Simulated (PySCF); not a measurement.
C2H9PSi, SMILES C[SiH](C)P. Geometry: PBE-D3(BJ)/def2-SVP. Other conformers were not sampled.

These are PBE-D3(BJ)/def2-SVP run with PySCF values and carry that method's errors.

Harmonic wavenumbers (cm⁻¹): 125, 154, 159, 164, 182, 209, 414, 559, 585, 620, 640, 685, 751, 772, 830, 853, 869, 1046, 1209, 1217, 1377, 1378, 1386, 1391, 2138, 2302, 2321, 2970, 2974, 3068, 3071, 3079, 3081. Rotational constants (GHz): 5.094, 2.778, 2.036; symmetry number 1.

Problem. Work out the zero-point energy and the ideal-gas rigid-rotor harmonic-oscillator thermochemistry at 298.15 K and 1 atm.

Solution. ZPE = ½ Σ hcν = ½ × 42578 cm⁻¹ = 60.87 kcal/mol. H − E(el) = 66.52 kcal/mol. Entropy in cal/(mol K): translation 39.47, rotation 26.81, vibration 19.34, total 85.63. G − E(el) = 40.99 kcal/mol. Cp = 30.00 cal/(mol K). Modes under 150 cm⁻¹ make the vibrational entropy uncertain.
